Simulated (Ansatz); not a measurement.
```xyz
11

N     0.096   -1.720   -0.194
Si    0.772   -0.242    0.350
C    -0.622    0.980    0.603
Se   -1.568    1.261   -1.092
H    -0.477   -1.719   -1.024
H     0.615   -2.578   -0.103
H     1.739    0.419   -0.580
H     1.491   -0.536    1.621
H    -1.375    0.561    1.273
H    -0.302    1.943    0.999
H    -0.367    1.632   -1.855
```

Total charge 0; spin multiplicity 1.

Problem. List the ωB97M-V/def2-TZVPP orbital energies in eV (the Gaussian-basis code of Ansatz). (An estimate is asked.)

Solution. Computed: Occupied: -12368.15, -1806.93, -1588.43, -1423.20, -1423.17, -1423.11, -393.99, -281.90, -217.88, -160.85, -160.75, -160.53, -147.95, -102.08, -102.06, -102.06, -60.77, -60.75, -60.57, -60.49, -60.46, -26.43, -23.86, -20.47, -17.32, -16.28, -14.96, -13.37, -12.98, -12.77, -11.93, -10.86, -9.83, -8.73. Lowest empty: 1.71, 2.17, 2.65, 3.22, 3.44, 3.97, 4.14, 4.35.
